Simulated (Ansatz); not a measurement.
Ga₉Sb₉H₂₄, a nanocrystal cut from wurtzite GaSb (hydrogen-capped), relaxed as a singlet with RKS r2SCAN-D4/def2-SVP in Ansatz, starting from a model built from a lattice or polyhedron. Force threshold 0.03 eV/Å.

In the def2 sets Sb takes a core potential; there is no spin–orbit coupling. Single mean-field runs in def2-SVP are fitted with def2-universal-jkfit.

Start:

```xyz
42

Ga   -4.624   -1.166   -1.913
Sb   -3.117   -3.269   -2.457
Sb   -3.192    0.629   -0.616
Ga   -2.266   -0.420    1.609
Ga   -0.690   -2.852   -1.559
Sb   -0.761   -2.499    1.042
Sb   -0.840    1.381    2.910
Ga    0.116    0.334    5.150
Ga    1.651   -2.125    1.981
Sb    1.607   -1.756    4.581
Ga   -1.185    1.404   -2.178
Sb    0.355   -0.688   -2.735
Sb    0.242    3.181   -0.862
Ga    1.169    2.149    1.375
Ga    2.768   -0.294   -1.806
Sb    2.696    0.064    0.817
Ga    2.299    3.964   -2.380
Sb    3.796    1.872   -2.926
H    -5.818   -1.626   -1.048
H    -5.196   -0.563   -3.225
H    -3.793   -4.650   -1.731
H    -3.081   -3.486   -4.166
H    -4.188    2.021   -0.249
H    -3.439   -0.846    2.506
H     0.208   -4.074   -1.885
H    -1.436   -3.889    1.782
H    -1.817    2.736    3.266
H    -1.114   -0.100    6.018
H     0.938    1.408    5.887
H     2.575   -3.320    1.629
H     0.949   -3.147    5.309
H     3.189   -1.454    5.185
H    -1.730    2.022   -3.444
H     0.387   -0.935   -4.427
H    -0.705    4.548   -0.487
H     2.006    3.214    2.127
H     3.660   -1.489   -2.153
H     4.298    0.313    1.402
H     1.738    4.578   -3.681
H     3.118    4.997   -1.642
H     3.814    1.670   -4.670
H     5.411    2.166   -2.339
```

| step | energy (eV) | largest force component (eV/Å) | SCF passes |
| --- | --- | --- | --- |
| 1 | -530601.9790 | 1.013 | 17 |
| 2 | -530603.5948 | 0.616 | 24 |
| 3 | -530603.7543 | 0.063 | 19 |
| 4 | -530603.7780 | 0.026 | 19 |
| 5 | -530603.7805 | 0.013 | 19 |

Force components are those of the run's own axes.

End:

```xyz
42

Ga   -4.8985   -1.0485   -1.9301
Sb   -3.1235   -3.0676   -2.3831
Sb   -3.1655    0.5482   -0.6575
Ga   -2.3512   -0.4237    1.6684
Ga   -0.5744   -2.9966   -1.6090
Sb   -0.6893   -2.4241    0.9826
Sb   -0.7772    1.3131    2.9031
Ga   -0.0219    0.5114    5.3444
Ga    1.7907   -2.2396    1.9171
Sb    1.4832   -1.5927    4.4838
Ga   -1.2209    1.4446   -2.2171
Sb    0.3501   -0.7067   -2.5880
Sb    0.3268    3.1389   -0.8931
Ga    1.2242    2.2274    1.4272
Ga    2.8851   -0.4317   -1.8423
Sb    2.5970    0.0123    0.7611
Ga    2.2377    4.2441   -2.4094
Sb    3.6134    1.9298   -2.8397
H    -5.9396   -1.6387   -0.9248
H    -5.2332   -0.4755   -3.3453
H    -3.7280   -4.5542   -1.8166
H    -3.0866   -3.4934   -4.0306
H    -4.0246    1.9574   -0.2307
H    -3.5076   -0.9838    2.5641
H     0.2636   -4.2647   -1.9746
H    -1.3223   -3.8286    1.7091
H    -1.7747    2.6778    3.1242
H    -1.2255   -0.1332    6.1052
H     1.0021    1.5191    5.9598
H     2.6964   -3.4858    1.6520
H     1.0248   -3.0341    5.2640
H     3.0581   -1.5222    5.1251
H    -1.7136    1.9825   -3.6033
H     0.4186   -0.9517   -4.2721
H    -0.7346    4.3978   -0.4518
H     2.1674    3.2249    2.1812
H     3.8229   -1.6258   -2.2147
H     4.1814    0.2522    1.3384
H     1.6657    4.6439   -3.8080
H     3.1881    5.1250   -1.5354
H     3.8596    1.6640   -4.5027
H     5.2558    2.1086   -2.4308
```

By distances, no bond broke or formed. The bond that changes most is Ga17–Sb18, from 2.63 to 2.73 Å (atoms count from 1).

The force fell under the threshold at step 4, but the optimiser went on and released 0.002 eV more. No frequencies were taken in this run, so the end may be a saddle point.

Run time 29 s (4 threads of AMD EPYC 7R13 on a shared host and a share (37 GiB) of an NVIDIA H100 80GB HBM3), peak host memory 1.4 GiB.
